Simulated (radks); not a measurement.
Neutral lead inside a hard spherical wall (all orbitals vanish at R), configuration held at [Hg] 6p2 and not refilled when levels cross. Method: scalar-relativistic Kohn-Sham, LDA (Slater exchange, VWN5 correlation), spin-polarised, spherical densities, finite nucleus; open shells are filled with parallel spins first (spin-orbit coupling, left out, can overturn this in heavy ions); Fermi nuclear charge, rms radius 5.5012 fm; computed with a radial shooting solver on a logarithmic mesh with Libxc functionals. Eigenvalues in eV for spin up, with the zero of energy where the potential of the charges vanishes at infinity; a dash marks a level that is unbound or too diffuse for the functional's potential to be trusted. A positive occupied level is held by the wall or, in an anion where self-interaction has pushed it up, behind a barrier. The pressure on the wall is -dE/dV.

| R (bohr) | E (hartree) | kinetic (hartree) | e(5p) | e(5d) | e(6s) | e(6p) | e(7s, empty) | e(6d, empty) | pressure (GPa) |
|---|---|---|---|---|---|---|---|---|---|
| free | -20864.9208 | 23559.011 | -85.883 | -21.282 | -12.602 | -4.064 | -0.636 | - | 0 |
| 15 | -20864.9208 | 23559.011 | -85.882 | -21.281 | -12.602 | -4.063 | -0.574 | 0.856 | < 0.0001 |
| 12 | -20864.9207 | 23559.012 | -85.873 | -21.272 | -12.594 | -4.056 | -0.383 | 1.193 | 0.00137 |
| 8 | -20864.9151 | 23559.053 | -85.572 | -20.979 | -12.352 | -3.792 | 1.472 | 2.895 | 0.219 |
| 7 | -20864.9044 | 23559.117 | -85.211 | -20.628 | -12.070 | -3.437 | 3.227 | 4.162 | 0.840 |
| 5 | -20864.7653 | 23559.816 | -82.871 | -18.406 | -10.146 | -0.577 | 14.576 | 11.234 | 17.6 |
| 4 | -20864.3563 | 23561.673 | -79.134 | -14.944 | -6.417 | 5.104 | 33.685 | 22.369 | 114 |
